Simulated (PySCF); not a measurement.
Compound: ClGeH5OSi.
SMILES: `[SiH3][O][GeH2][Cl]`

Theory: EOM-IP-CCSD/aug-cc-pVDZ in PySCF, restricted Hartree–Fock reference, frozen core, non-relativistic, gas phase, PBE0-D3(BJ)/def2-SVP geometry.

Hartree–Fock orbital energies give these Koopmans values (eV): HOMO 12.09, HOMO-1 12.41, HOMO-2 12.57, HOMO-3 12.69, HOMO-4 13.73, HOMO-5 13.97, HOMO-6 15.68, HOMO-7 15.83.

Task: What vertical ionisation energies does EOM-IP-CCSD give?

Result: 
| leading hole (HF orbital) | Koopmans (eV) | EOM-IP-CCSD (eV) | change (eV) | one-hole share |
| --- | --- | --- | --- | --- |
| HOMO | 12.09 | 11.02 | -1.07 | 0.95 |
| HOMO-1 | 12.41 | 11.29 | -1.12 | 0.95 |
| HOMO-2 | 12.57 | 11.60 | -0.97 | 0.95 |
| HOMO-3 | 12.69 | 11.81 | -0.88 | 0.95 |
| HOMO-4 | 13.73 | 12.89 | -0.84 | 0.95 |
| HOMO-5 | 13.97 | 13.05 | -0.92 | 0.94 |
| HOMO-6 | 15.68 | 14.14 | -1.54 | 0.94 |
| HOMO-7 | 15.83 | 14.37 | -1.46 | 0.94 |

Task: Does the order of the lines follow the orbital energies?

Result: Yes, no two lines change places. The corrections run from -1.54 to -0.84 eV, with a mean of -1.10 eV over the 8 lines; no line lies above its Koopmans value. Koopmans values leave out both the relaxation of the orbitals and the change in correlation energy.

Task: At what kinetic energies would He I light (21.22 eV) eject these electrons?

Result: 10.20 eV (HOMO), 9.93 eV (HOMO-1), 9.62 eV (HOMO-2), 9.41 eV (HOMO-3), 8.33 eV (HOMO-4), 8.17 eV (HOMO-5), 7.08 eV (HOMO-6), 6.85 eV (HOMO-7).

One root was sought for each valence orbital with −ε under 21 eV, eight at most, so deeper holes and satellites are missing; no vibrational structure.

The run took 6.2 min wall on an Arm Neoverse V1 with one thread, no GPU, on a shared host, and the process peaked at 2.8 GiB of memory.

The values belong to the conformer `[SiH3:1][O:2][GeH2:3][Cl:4]`: Si1–O2–Ge3–Cl4 -43°.
